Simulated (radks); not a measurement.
Problem. Species: Ag2+. Configuration: [Ar] 3d10 4s2 4p5 4d10 (not the ground configuration). All-electron calculation, Dirac Kohn-Sham, BLYP, spin-unpolarised, spherical densities, finite nucleus; open shells fill j = l - 1/2 first; Fermi nuclear charge, rms radius 4.5454 fm. Program: a radial shooting solver on a logarithmic mesh with Libxc functionals. Some entries of the table are withheld. Estimate them.

orbital,occ.,eigenvalue (eV),<r^2> (bohr^2),<1/r> (bohr^-1)
1s1/2,2,-25345.18,0.001308,49.44
2s1/2,2,-3752.203,0.02140,11.39
2p1/2,2,-3489.281,0.01599,(1)
2p3/2,4,-3313.821,0.01731,(2)
3s1/2,2,-708.1378,0.1554,3.983
3p1/2,2,(3),(4),3.889
3p3/2,4,(5),(6),3.722
3d3/2,4,(7),(8),3.558
3d5/2,6,(9),(10),3.515
4s1/2,2,-118.8754,0.9315,1.531
4p1/2,2,-85.7179,1.077,1.411
4p3/2,3,-80.4999,1.146,1.358
4d3/2,4,-30.0866,1.985,(11)
4d5/2,6,-29.4507,2.036,(12)

Solution. 
(1) 2p1/2 <1/r> (bohr^-1): 11.37
(2) 2p3/2 <1/r> (bohr^-1): 10.68
(3) 3p1/2 eigenvalue (eV): -603.4829
(4) 3p1/2 <r^2> (bohr^2): 0.1508
(5) 3p3/2 eigenvalue (eV): -572.5212
(6) 3p3/2 <r^2> (bohr^2): 0.1598
(7) 3d3/2 eigenvalue (eV): -387.0315
(8) 3d3/2 <r^2> (bohr^2): 0.1409
(9) 3d5/2 eigenvalue (eV): -380.7953
(10) 3d5/2 <r^2> (bohr^2): 0.1436
(11) 4d3/2 <1/r> (bohr^-1): 1.043
(12) 4d5/2 <1/r> (bohr^-1): 1.029
